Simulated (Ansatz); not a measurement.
System: sum formula SiBrCl2, charge 0, multiplicity 2. It need not be the lowest isomer of its formula. 
Coordinates optimised at B3LYP-D3(BJ)/def2-TZVP (Ansatz, a program for electronic structure):
```
Si
Cl 1 2.0596
Cl 1 2.0596 2 109.01
Br 1 2.2330 2 109.80 3 120.32
```
Charge 0, spin multiplicity 2.

Parts of the frozen-core correlation energy in STO-3G (Ansatz, hartree). Frozen orbitals: 29; correlated occupied orbitals by spin: 13 and 12; virtual: 3 and 4. Open shells are spin-unrestricted. Spin-orbit coupling is left out. No relativistic terms.

```
term                             value
-------------------------  -----------
reference (HF)             -3739.54818
MP2 opposite-spin             -0.03273
MP2 same-spin                 -0.00670
CCSD correlation              -0.05053
(T)                           -0.00183
T1 diagnostic                    0.010
largest doubles amplitude        0.042
<S^2> of the reference           0.754
```
